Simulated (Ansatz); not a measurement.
Reaction (substitution at a C–N bond): `CN[SiH](F)Br` + `FC(F)(F)S` → `CSC(F)(F)F` + `N[SiH](F)Br`

Computed with Ansatz on PBE0-D4/def2-TZVP structures; ΔE is electronic, products minus reactants. CBS: MP2 limit from def2 TZ/QZ plus the TZ coupled-cluster correction, frozen cores. Functionals use def2-TZVPP. B3LYP here is the variant with VWN-RPA as its local correlation; programs differ in this. For Br outer-core shells are correlated without core-valence functions, which leaves a few kJ/mol of doubt a bond. Scalar relativity is left out up to krypton. Each species was taken in one conformer, which may not be the lowest.

```csv
level,ΔE (kJ/mol),difference from CCSD(T)/CBS
B3LYP-D4,-37.6,3.7
ωB97M-V,-41.0,0.3
B2PLYP,-39.9,1.4
PBE,-40.3,1.0
PBE0,-40.3,1.0
B3LYP,-38.6,2.7
HF/def2-TZVPP,-36.5,4.8
MP2/def2-TZVPP,-41.4,-0.1
SCS-MP2/def2-TZVPP,-38.6,2.7
CCSD/def2-TZVPP,-36.6,4.7
CCSD(T)/def2-TZVPP,-37.6,3.7
HF/def2-QZVPP,-36.5,4.8
MP2/def2-QZVPP,-43.5,-2.2
SCS-MP2/def2-QZVPP,-40.7,0.6
HF/CBS(def2),-36.5,4.8
CCSD/CBS(def2),-40.3,1.0
CCSD(T)/CBS,-41.3,0
```

Largest T1 diagnostic among the species: 0.012.
